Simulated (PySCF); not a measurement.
# Trend along the alkali metals: MSe molecules

MP2 with double-zeta basis sets in PySCF, for the lowest determinant that a PBE0 search found; no spin–orbit coupling. De refers to high-spin ground-configuration atoms.

```json
{"M": "Li", "basis": "def2-SVP", "reference, frozen orbitals": "UHF, 9", "state (unpaired electrons)": "doublet (π ↑)", "Re (Å)": "2.291", "ωe (cm⁻¹)": "515", "De (eV)": "2.52"}
{"M": "Na", "basis": "def2-SVP", "reference, frozen orbitals": "UHF, 10", "state (unpaired electrons)": "doublet (π ↑)", "Re (Å)": "2.632", "ωe (cm⁻¹)": "268", "De (eV)": "2.06"}
{"M": "K", "basis": "def2-SVP", "reference, frozen orbitals": "UHF, 14", "state (unpaired electrons)": "doublet (π ↑)", "Re (Å)": "2.998", "ωe (cm⁻¹)": "195", "De (eV)": "2.03"}
{"M": "Cs", "basis": "def2-SVP", "reference, frozen orbitals": "UHF, 9", "state (unpaired electrons)": "doublet (π ↑)", "Re (Å)": "3.295", "ωe (cm⁻¹)": "139", "De (eV)": "2.09"}
```

(1) By what factor does the harmonic wavenumber vary along the series?

Down a group the atoms grow and get heavier, so bonds lengthen and wavenumbers fall; this series shows no clear exception.

Correlated steps freeze the inner cores (9 to 14 orbitals); shallow outer-core shells are correlated. Correlated levels converge slowly with the basis: in double zeta they bind strong bonds too weakly, by up to about 1 eV, and carry superposition errors of some tenths. These are scalar-relativistic numbers at best; spin–orbit coupling would shift them, the dissociation energy most. States were picked by a PBE0 search and need not be the measured ground states.

Answers

(1) At MP2 it runs from 139 cm⁻¹ (CsSe) to 515 cm⁻¹ (LiSe), a factor of 3.71.
